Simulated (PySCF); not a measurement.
H5ClGeSi, SMILES Cl[SiH2][GeH3] at its CAM-B3LYP/def2-SVP optimised geometry (Å):

```
8

Si    -1.3481    -1.5190    -1.9159
Cl    -3.4257    -1.4939    -1.8476
Ge    -0.5208    -0.3792     0.0000
H     -0.9003    -2.9356    -1.9407
H     -0.9154    -0.8547    -3.1727
H      1.0165    -0.3792     0.0000
H     -1.0165    -1.0733     1.2758
H     -1.0163     1.0733     0.0000
```

Method: CAM-B3LYP/def2-TZVP in PySCF. Cells within 0.4 Å of a nucleus heavier than hydrogen are left out (blank, or x).

Map of the HOMO amplitude (bohr^(-3/2)) on the plane z = 0.0 Å; orbital energy -9.43 eV, overall sign arbitrary:

```
|44444444444444444444444444444|
|44444444444444444444444444444|
|44444444444444444444444444444|
|44444444444444444444444444444|
|44444444444444444444444444444|
|44444444444444444444444444444|
|44444444555555444444444444444|
|44444445555555554444444444444|
|44444445566665555444444444444|
|44444455678766555554444444444|
|44444445679876655555544444444|
|44444445567776666555554444444|
|44444444556666666665555444444|
|44444444444556677766655444444|
|444444333333x4677887655444444|
|44444332222xxx567898655544444|
|44444332112xxx467898655444444|
|554443211014x3356777655444444|
|55444321100012345566555444444|
|55544332100001234555554444444|
|55444332110011234444444444444|
|55444332221122334444444444444|
|44444433222223334444444444444|
|44444433333333334444444444444|
|44444443333333344444444444444|
|44444444433333444444444444444|
|44444444444444444444444444444|
|44444444444444444444444444444|
|44444444444444444444444444444|
```
Scale: ten equal steps from -0.075 (start of '0') to 0.098 (end of '9'), in the order '0123456789'; x runs from -3.50 to 3.50, y from -3.50 (bottom) to 3.50 (top).
